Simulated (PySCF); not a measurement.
C6H4O. Atoms are numbered in the order given.

```xyz
11

C      0.0172    -2.9922     0.0000
C      0.0047    -1.7666     0.0000
C      0.0063    -0.3463     0.0000
C      1.1574     0.5345     0.0000
C      0.6589     1.8111     0.0000
O     -0.7075     1.7920     0.0000
C     -1.0979     0.4934     0.0000
H      0.0250    -4.0729     0.0000
H      2.2085     0.2293     0.0000
H      1.1222     2.8026     0.0000
H     -2.1751     0.3014     0.0000
```
Charge 0, spin multiplicity 1.

Coordinates come from a PBE-D3(BJ)/def2-SVP optimisation.

The numbers are results of PBE-D3(BJ)/def2-SVP (PySCF 2.14.0), not measurements.

Harmonic, unscaled wavenumbers; measured fundamentals usually lie a few per cent lower.

| mode | ν (cm⁻¹) | IR (km/mol) | moving atoms (share of kinetic energy) |
|---|---|---|---|
| 1 | 161 | 1.1 | C 76 %, H 19 % |
| 2 | 169 | 1.9 | C 75 %, H 14 %, O 10 % |
| 3 | 458 | 1.5 | C 87 %, H 11 % |
| 4 | 511 | 3.9 | C 89 %, H 10 % |
| 5 | 563 | 0.9 | C 80 %, O 13 % |
| 6 | 598 | 42.4 | H 75 %, C 25 % |
| 7 | 608 | 12.1 | C 43 %, O 36 %, H 22 % |
| 8 | 639 | 3.0 | C 59 %, H 41 % |
| 9 | 663 | 33.6 | H 78 %, C 22 % |
| 10 | 712 | 11.8 | H 71 %, C 28 % |
| 11 | 771 | 42.8 | H 59 %, C 40 % |
| 12 | 841 | 3.2 | H 72 %, C 28 % |
| 13 | 867 | 24.0 | O 48 %, C 40 %, H 12 % |
| 14 | 962 | 13.0 | C 75 %, H 25 % |
| 15 | 1019 | 8.5 | H 58 %, C 30 %, O 12 % |
| 16 | 1080 | 17.8 | H 51 %, C 46 % |
| 17 | 1190 | 21.2 | C 53 %, O 32 %, H 15 % |
| 18 | 1202 | 8.3 | H 76 %, O 15 %, C 9 % |
| 19 | 1260 | 16.7 | C 61 %, H 25 %, O 14 % |
| 20 | 1356 | 5.1 | C 86 %, H 14 % |
| 21 | 1501 | 11.3 | C 82 %, H 15 % |
| 22 | 1568 | 0.2 | C 91 %, H 9 % |
| 23 | 2162 | 12.0 | C 92 %, H 8 % |
| 24 | 3199 | 1.0 | H 92 %, C 8 % |
| 25 | 3217 | 1.4 | H 91 %, C 9 % |
| 26 | 3222 | 0.1 | H 90 %, C 10 % |
| 27 | 3409 | 94.6 | H 86 %, C 14 % |
